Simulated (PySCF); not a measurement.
Compound: C3H6FNSi.
Numbering: `[CH2:1]=[N:2]/[CH:3]=[CH:4]\[SiH2:5][F:6]` (hydrogens: H7, H8 on C1; H9 on C3; H10 on C4; H11, H12 on Si5)

Method: PBE0-D3(BJ)/def2-SVP geometry optimisation, gas phase (PySCF 2.14.0).

Q: List the bond lengths, angles and torsions at this level.

A: 
```csv
bond,length (Å)
C1=N2,1.270
N2–C3,1.394
C3=C4,1.342
C4–Si5,1.871
Si5–F6,1.635
C1–H7,1.097
C1–H8,1.107
C3–H9,1.103
C4–H10,1.094
"Si5–H11, Si5–H12",1.488
```

Bonds in one row agree within 0.01 Å and their mean is given. A selection of angles:
```csv
angle,degrees
N2–C1–H7,119.6
N2–C1–H8,122.9
H7–C1–H8,117.5
C1–N2–C3,120.0
N2–C3–C4,117.2
N2–C3–H9,118.8
C4–C3–H9,124.0
C3–C4–Si5,116.5
C3–C4–H10,120.3
Si5–C4–H10,123.3
C4–Si5–F6,106.3
C4–Si5–H11,112.5
C4–Si5–H12,112.4
F6–Si5–H11,106.6
H11–Si5–H12,111.9
```

Dihedral angles: C1–N2–C3–C4 180° (antiperiplanar); N2–C3–C4–Si5 0° (synperiplanar); C3–C4–Si5–F6 180° (antiperiplanar).

Of the pairs four or more bonds apart, H8···H9 is among the closest relative to their van der Waals radii: 2.34 Å, 98 % of the sum of Bondi's values. The 6 heavy atoms lie in one plane (0.003 Å rms). The C–N distances run from 1.270 Å (C1=N2, drawn double) to 1.394 Å (N2–C3, drawn single), a spread of 0.124 Å. Si5 (fluorine-bound silicon) is tetrahedral (angles from 106.3° to 112.5°).

Point group: Cs (every atom within 0.08 Å of its image). Stationary, but not proved a minimum. The numbers are those of one conformer.

Time: 36 s wall; peak memory 0.49 GiB. Hardware: Arm Neoverse V1, one thread (shared host). These figures are those of the optimisation.
